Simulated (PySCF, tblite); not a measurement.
Isomers of [C5H7F3O2P]- (charge -1). Computed with GFN2-xTB (tblite): harmonic, unscaled wavenumbers at the GFN2-xTB geometry, gas phase. This tight-binding method is rough: wavenumbers can miss measured ones by several per cent, in bad cases by 10 to 20. One conformer each.

Electronic energies: PBE0/pcSseg-1 single points on the GFN2-xTB geometries (PySCF, gas phase).

```csv
SMILES,"electronic energy, lowest = 0 (kJ/mol)"
CC(C)[P@](=O)([O-])C(F)=C(F)F,121.8
C/C=C/[P@@](=O)([O-])CC(F)(F)F,0.0
O=[P@@]([O-])(CC(F)(F)F)C1CC1,6.8
```

How do GFN2-xTB zero-point energies change the relative energies?

```
                        SMILES  ZPE (kJ/mol)  of it from modes above 1550 cm⁻¹  electronic (kJ/mol)  with ZPE, lowest = 0 (kJ/mol)  lowest mode (cm⁻¹)  rings
C/C=C/[P@@](=O)([O-])CC(F)(F)F         308.5                             136.3                  0.0                            0.0                   7      0
 O=[P@@]([O-])(CC(F)(F)F)C1CC1         313.5                             127.3                  6.8                           11.8                  28      1
 CC(C)[P@](=O)([O-])C(F)=C(F)F         312.2                             135.6                121.8                          125.5                  29      0
```

The zero-point energies span 5.0 kJ/mol, from `C/C=C/[P@@](=O)([O-])CC(F)(F)F` to `O=[P@@]([O-])(CC(F)(F)F)C1CC1`. The order is unchanged.

And how do the electronic energies of GFN2-xTB itself compare?

`C/C=C/[P@@](=O)([O-])CC(F)(F)F` 23.7; `O=[P@@]([O-])(CC(F)(F)F)C1CC1` 0.0; `CC(C)[P@](=O)([O-])C(F)=C(F)F` 45.7 kJ/mol, lowest = 0. Against the energies above, taken from the same isomer `C/C=C/[P@@](=O)([O-])CC(F)(F)F`, the largest difference is 99.8 kJ/mol.
